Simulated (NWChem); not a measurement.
System: hydrogen selenide (H2Se); SMILES [SeH2]

All runs: NWChem. Coordinates come from a PBE0-D3(BJ)/def2-TZVP optimisation.

Isotropic polarisabilities at PBE0/aug-cc-pVDZ: 29.98 bohr³ (static) and 30.31 bohr³ at ω = 0.0428 Ha (1065 nm).

### Question
Fit one effective oscillator, α(ω) = α(0)/(1 − ω²/ω₀²), predict α at ω = 0.0773 Ha (589 nm) and compare with a run.

### Answer

1. 1 − α(0)/α(ω) = 0.0109 = (ω/ω₀)², so ω₀ = 0.410 Ha = 11.2 eV.
2. At the second frequency, (ω/ω₀)² = 0.036 and α = 31.1 bohr³.
3. The run gives 31.1 bohr³, a difference of 0.1 %.
